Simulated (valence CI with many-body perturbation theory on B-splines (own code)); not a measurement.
E1 transitions of Xe XLVIII

Method: valence CI with perturbative core correlation (CI+MBPT): five valence electrons over a frozen Dirac-Fock core [He], radial functions for each j: 9 s, 9 p, 8 d, 6 f, 3 g, 1 h, with the one-electron correlation potential Σ1 (screened to all orders), the two-electron term Σ2, the three-electron term Σ3, Breit, model QED; selected single and double excitations, second order for the rest (own B-spline code, finite nucleus).

No measured spectrum was set against this ion. As an estimate, large intervals hold to a few tenths of a per cent, small ones and those within an open d or f shell to about a per cent. Among the levels kept, up to 1800 cm⁻¹ of a level comes from second order outside the variational space, and about a tenth of that is noise between levels of different J, which matters for small intervals.

Lines 151 to 200 of 266 in falling wavelength, among levels below 43340 × 10³ cm⁻¹, chosen from the strongest by gf and those to the six lowest levels. Wavelengths and rates use the calculated energies. Electric multipoles are in the length gauge, E1 and E2 with the static RPA response of the core. Weak lines are less certain than strong ones. Lines between different terms over intervals too small for the method are left out, as are lines whose strength nearly cancels. The highest levels of a list are the least certain.

Levels are named by their leading jj configuration (3d3/2^4 stands for four electrons in 3d with j = 3/2), which in mixed levels can hold well under half, so a name can repeat and another be missing. Letters in brackets count levels of one name in rising energy.

| λ vac (nm) | Upper | Lower | A (s⁻¹) | S (a.u.) with core polarisation | S without |
| --- | --- | --- | --- | --- | --- |
| 0.2723 | (2s 2p1/2^2 2p3/2 3s) J=3/2 [b] | (2s 2p1/2^2 2p3/2^2) J=3/2 | 2.14e+13 | 8.52e-04 | 8.51e-04 |
| 0.2722 | (2s 2p1/2^2 2p3/2 3s) J=3/2 [b] | (2s 2p1/2^2 2p3/2^2) J=1/2 | 1.80e+11 | 7.17e-06 | 7.17e-06 |
| 0.2719 | (2s^2 2p1/2 2p3/2 3s) J=3/2 [a] | (2s^2 2p1/2 2p3/2^2) J=5/2 | 5.09e+12 | 2.02e-04 | 2.02e-04 |
| 0.2715 | (2s^2 2p3/2^2 3s) J=5/2 | (2s^2 2p3/2^3) J=3/2 | 9.02e+12 | 5.35e-04 | 5.34e-04 |
| 0.2715 | (2s^2 2p1/2 2p3/2 3p3/2) J=5/2 [b] | (2s 2p1/2^2 2p3/2^2) J=5/2 | 3.23e+12 | 1.92e-04 | 1.91e-04 |
| 0.2711 | (2s^2 2p3/2^2 3s) J=3/2 | (2s^2 2p3/2^3) J=3/2 | 4.59e+13 | 1.81e-03 | 1.80e-03 |
| 0.2710 | (2s^2 2p1/2^2 3s) J=1/2 | (2s^2 2p1/2^2 2p3/2) J=3/2 | 4.86e+13 | 9.56e-04 | 9.54e-04 |
| 0.2709 | (2s 2p1/2^2 2p3/2 3s) J=3/2 [a] | (2s 2p1/2^2 2p3/2^2) J=5/2 | 2.77e+13 | 1.09e-03 | 1.09e-03 |
| 0.2709 | (2s^2 2p1/2 2p3/2 3s) J=5/2 | (2s^2 2p1/2 2p3/2^2) J=5/2 | 2.35e+13 | 1.38e-03 | 1.38e-03 |
| 0.2707 | (2s^2 2p1/2 2p3/2 3s) J=3/2 [a] | (2s^2 2p1/2 2p3/2^2) J=3/2 | 2.05e+13 | 8.04e-04 | 8.02e-04 |
| 0.2706 | (2s^2 2p1/2 2p3/2 3s) J=3/2 [b] | (2s^2 2p1/2 2p3/2^2) J=5/2 | 3.62e+13 | 1.42e-03 | 1.41e-03 |
| 0.2703 | (2s^2 2p1/2 2p3/2 3s) J=1/2 | (2s^2 2p1/2 2p3/2^2) J=3/2 | 4.32e+13 | 8.43e-04 | 8.41e-04 |
| 0.2697 | (2s^2 2p1/2 2p3/2 3s) J=5/2 | (2s^2 2p1/2 2p3/2^2) J=3/2 | 1.70e+12 | 9.89e-05 | 9.87e-05 |
| 0.2694 | (2s^2 2p1/2 2p3/2 3s) J=3/2 [b] | (2s^2 2p1/2 2p3/2^2) J=3/2 | 7.37e+12 | 2.84e-04 | 2.84e-04 |
| 0.2690 | (2s^2 2p3/2^2 3s) J=1/2 | (2s^2 2p3/2^3) J=3/2 | 2.71e+13 | 5.21e-04 | 5.20e-04 |
| 0.2681 | (2s 2p1/2^2 2p3/2 3s) J=3/2 [b] | (2s 2p1/2^2 2p3/2^2) J=5/2 | 6.10e+12 | 2.32e-04 | 2.32e-04 |
| 0.2625 | (2s 2p1/2^2 2p3/2 3d3/2) J=3/2 | (2s 2p1/2^2 2p3/2^2) J=1/2 | 1.56e+13 | 5.56e-04 | 5.57e-04 |
| 0.2624 | (2s 2p1/2^2 2p3/2 3d3/2) J=1/2 | (2s 2p1/2^2 2p3/2^2) J=1/2 | 6.51e+12 | 1.16e-04 | 1.16e-04 |
| 0.2621 | (2s^2 2p3/2^2 3p1/2) J=3/2 | (2s 2p1/2^2 2p3/2^2) J=1/2 | 5.30e+10 | 1.88e-06 | 1.89e-06 |
| 0.2605 | (2s 2p1/2^2 2p3/2 3d5/2) J=5/2 | (2s 2p1/2^2 2p3/2^2) J=3/2 | 3.42e+13 | 1.79e-03 | 1.79e-03 |
| 0.2604 | (2s 2p1/2^2 2p3/2 3d5/2) J=3/2 | (2s 2p1/2^2 2p3/2^2) J=3/2 | 3.16e+13 | 1.10e-03 | 1.10e-03 |
| 0.2603 | (2s 2p1/2^2 2p3/2 3d5/2) J=3/2 | (2s 2p1/2^2 2p3/2^2) J=1/2 | 4.54e+13 | 1.58e-03 | 1.58e-03 |
| 0.2600 | (2s^2 2p1/2 2p3/2 3d3/2) J=3/2 [a] | (2s^2 2p1/2 2p3/2^2) J=1/2 | 1.24e+13 | 4.29e-04 | 4.30e-04 |
| 0.2598 | (2s^2 2p1/2 2p3/2 3d3/2) J=1/2 [a] | (2s^2 2p1/2 2p3/2^2) J=1/2 | 1.70e+13 | 2.94e-04 | 2.94e-04 |
| 0.2590 | (2s 2p1/2^2 2p3/2 3p1/2) J=3/2 [a] | (2s^2 2p1/2 2p3/2^2) J=1/2 | 3.21e+12 | 1.10e-04 | 1.10e-04 |
| 0.2589 | (2s 2p1/2^2 2p3/2 3d3/2) J=5/2 | (2s 2p1/2^2 2p3/2^2) J=5/2 | 3.34e+13 | 1.71e-03 | 1.72e-03 |
| 0.2587 | (2s 2p1/2^2 2p3/2 3d3/2) J=3/2 | (2s 2p1/2^2 2p3/2^2) J=5/2 | 5.64e+13 | 1.93e-03 | 1.93e-03 |
| 0.2587 | (2s 2p1/2^2 2p3/2 3d3/2) J=7/2 | (2s 2p1/2^2 2p3/2^2) J=5/2 | 1.68e+12 | 1.15e-04 | 1.15e-04 |
| 0.2584 | (2s^2 2p1/2 2p3/2 3d3/2) J=3/2 [b] | (2s^2 2p1/2 2p3/2^2) J=1/2 | 1.09e+12 | 3.72e-05 | 3.72e-05 |
| 0.2583 | (2s^2 2p1/2 2p3/2 3d3/2) J=3/2 [a] | (2s^2 2p1/2 2p3/2^2) J=5/2 | 1.44e+13 | 4.89e-04 | 4.89e-04 |
| 0.2583 | (2s^2 2p3/2^2 3p1/2) J=3/2 | (2s 2p1/2^2 2p3/2^2) J=5/2 | 3.44e+11 | 1.17e-05 | 1.17e-05 |
| 0.2582 | (2s^2 2p1/2 2p3/2 3d3/2) J=5/2 | (2s^2 2p1/2 2p3/2^2) J=5/2 | 1.60e+13 | 8.15e-04 | 8.15e-04 |
| 0.2581 | (2s^2 2p3/2^2 3p1/2) J=5/2 | (2s 2p1/2^2 2p3/2^2) J=5/2 | 3.71e+11 | 1.89e-05 | 1.89e-05 |
| 0.2581 | (2s^2 2p1/2 2p3/2 3d3/2) J=1/2 [b] | (2s^2 2p1/2 2p3/2^2) J=1/2 | 8.09e+12 | 1.37e-04 | 1.37e-04 |
| 0.2579 | (2s^2 2p1/2 2p3/2 3d5/2) J=3/2 [a] | (2s^2 2p1/2 2p3/2^2) J=1/2 | 3.93e+13 | 1.33e-03 | 1.33e-03 |
| 0.2576 | (2s^2 2p1/2^2 3d3/2) J=3/2 | (2s^2 2p1/2^2 2p3/2) J=3/2 | 6.83e+13 | 2.30e-03 | 2.31e-03 |
| 0.2574 | (2s 2p1/2^2 2p3/2 3p1/2) J=5/2 [a] | (2s^2 2p1/2 2p3/2^2) J=5/2 | 2.32e+12 | 1.17e-04 | 1.17e-04 |
| 0.2573 | (2s 2p1/2^2 2p3/2 3p1/2) J=3/2 [a] | (2s^2 2p1/2 2p3/2^2) J=5/2 | 6.64e+12 | 2.23e-04 | 2.23e-04 |
| 0.2573 | (2s^2 2p1/2 2p3/2 3d3/2) J=3/2 [a] | (2s^2 2p1/2 2p3/2^2) J=3/2 | 2.37e+13 | 7.95e-04 | 7.96e-04 |
| 0.2572 | (2s^2 2p1/2 2p3/2 3d3/2) J=5/2 | (2s^2 2p1/2 2p3/2^2) J=3/2 | 7.67e+10 | 3.86e-06 | 3.87e-06 |
| 0.2570 | (2s^2 2p1/2 2p3/2 3d3/2) J=1/2 [a] | (2s^2 2p1/2 2p3/2^2) J=3/2 | 3.59e+13 | 6.02e-04 | 6.02e-04 |
| 0.2570 | (2s^2 2p1/2 2p3/2 3d5/2) J=7/2 [a] | (2s^2 2p1/2 2p3/2^2) J=5/2 | 1.17e+13 | 7.83e-04 | 7.83e-04 |
| 0.2567 | (2s 2p1/2^2 2p3/2 3d5/2) J=5/2 | (2s 2p1/2^2 2p3/2^2) J=5/2 | 2.48e+14 | 1.24e-02 | 1.25e-02 |
| 0.2567 | (2s^2 2p1/2 2p3/2 3d3/2) J=3/2 [b] | (2s^2 2p1/2 2p3/2^2) J=5/2 | 2.33e+13 | 7.79e-04 | 7.80e-04 |
| 0.2567 | (2s 2p1/2^2 2p3/2 3p1/2) J=5/2 [b] | (2s^2 2p1/2 2p3/2^2) J=5/2 | 1.23e+11 | 6.18e-06 | 6.20e-06 |
| 0.2566 | (2s^2 2p1/2 2p3/2 3d5/2) J=3/2 [b] | (2s^2 2p1/2 2p3/2^2) J=1/2 | 3.48e+14 | 1.16e-02 | 1.16e-02 |
| 0.2566 | (2s 2p1/2^2 2p3/2 3d5/2) J=3/2 | (2s 2p1/2^2 2p3/2^2) J=5/2 | 4.80e+13 | 1.60e-03 | 1.60e-03 |
| 0.2564 | (2s^2 2p1/2 2p3/2 3d5/2) J=1/2 | (2s^2 2p1/2 2p3/2^2) J=1/2 | 4.15e+14 | 6.91e-03 | 6.92e-03 |
| 0.2564 | (2s 2p1/2^2 2p3/2 3p1/2) J=5/2 [a] | (2s^2 2p1/2 2p3/2^2) J=3/2 | 1.87e+12 | 9.31e-05 | 9.31e-05 |
| 0.2562 | (2s 2p1/2^2 2p3/2 3p1/2) J=3/2 [a] | (2s^2 2p1/2 2p3/2^2) J=3/2 | 1.52e+11 | 5.03e-06 | 5.05e-06 |
